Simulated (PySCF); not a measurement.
Isomers of C7H13FO2, mass 148.090 u with the commonest isotopes. Computed with PBE0-D3(BJ)/def2-SVP geometry optimisation, gas phase (PySCF). One conformer each, none proved a minimum here; rigid rotors.

Question: Order these by radius of gyration √(Σ m r²/M), largest first.
A. `[CH3:1][CH2:2][CH2:3][C@@H:4]1[O:5][CH2:6][CH2:7][O:8][C@H:9]1[F:10]` with C1–C2–C3–C4 177°, C2–C3–C4–O5 -63°, C3–C4–O5–C6 179°, C4–O5–C6–C7 58°, O5–C6–C7–O8 -56°, C6–C7–O8–C9 57°
B. `[CH3:1][CH2:2][O:3][C@@H:4]1[CH2:5][C@H:6]1[C@@H:7]([F:8])[O:9][CH3:10]` with C1–C2–O3–C4 -71°, C2–O3–C4–C5 165°, C5–C6–C7–F8 32°, C6–C7–O9–C10 171°
C. `[CH3:1][CH2:2][O:3][C@@H:4]1[CH2:5][C@@H:6]1[C@@H:7]([F:8])[O:9][CH3:10]` with C1–C2–O3–C4 -79°, C2–O3–C4–C5 174°, C5–C6–C7–F8 69°, C6–C7–O9–C10 173°

Answer: A (2.357 Å), B (2.300 Å), C (2.237 Å).

Question: Order these by out-of-plane moment Σ m c² = (Ia + Ib − Ic)/2, largest first.
A. `[CH3:1][CH2:2][O:3][C@@H:4]1[CH2:5][C@@H:6]1[C@@H:7]([F:8])[O:9][CH3:10]` with C1–C2–O3–C4 -79°, C2–O3–C4–C5 174°, C5–C6–C7–F8 69°, C6–C7–O9–C10 173°
B. `[CH3:1][CH2:2][CH2:3][C@@H:4]1[O:5][CH2:6][CH2:7][O:8][C@H:9]1[F:10]` with C1–C2–C3–C4 177°, C2–C3–C4–O5 -63°, C3–C4–O5–C6 179°, C4–O5–C6–C7 58°, O5–C6–C7–O8 -56°, C6–C7–O8–C9 57°
C. `[CH3:1][CH2:2][O:3][C@@H:4]1[CH2:5][C@H:6]1[C@@H:7]([F:8])[O:9][CH3:10]` with C1–C2–O3–C4 -71°, C2–O3–C4–C5 165°, C5–C6–C7–F8 32°, C6–C7–O9–C10 171°

Answer: C (42.33 u·Å²), A (36.18 u·Å²), B (20.92 u·Å²).

Question: Order these by rotational constant A, largest first.
A. `[CH3:1][CH2:2][CH2:3][C@@H:4]1[O:5][CH2:6][CH2:7][O:8][C@H:9]1[F:10]` with C1–C2–C3–C4 177°, C2–C3–C4–O5 -63°, C3–C4–O5–C6 179°, C4–O5–C6–C7 58°, O5–C6–C7–O8 -56°, C6–C7–O8–C9 57°
B. `[CH3:1][CH2:2][O:3][C@@H:4]1[CH2:5][C@H:6]1[C@@H:7]([F:8])[O:9][CH3:10]` with C1–C2–O3–C4 -71°, C2–O3–C4–C5 165°, C5–C6–C7–F8 32°, C6–C7–O9–C10 171°
C. `[CH3:1][CH2:2][O:3][C@@H:4]1[CH2:5][C@@H:6]1[C@@H:7]([F:8])[O:9][CH3:10]` with C1–C2–O3–C4 -79°, C2–O3–C4–C5 174°, C5–C6–C7–F8 69°, C6–C7–O9–C10 173°

Answer: A (2272 MHz), B (1850 MHz), C (1658 MHz).

| SMILES | point group | Ia (u·Å²) | Ib (u·Å²) | Ic (u·Å²) | κ | μa (D) | μb (D) | μc (D) |
| --- | --- | --- | --- | --- | --- | --- | --- | --- |
| CCO[C@@H]1C[C@H]1[C@@H](F)OC | C1 | 273.12 | 552.36 | 740.81 | -0.60 | 1.56 | 1.23 | 0.67 |
| CCO[C@@H]1C[C@@H]1[C@@H](F)OC | C1 | 304.90 | 472.04 | 704.58 | -0.25 | 1.15 | 1.44 | 0.45 |
| CCC[C@@H]1OCCO[C@H]1F | C1 | 222.44 | 621.38 | 801.98 | -0.78 | 0.07 | 1.89 | 0.42 |
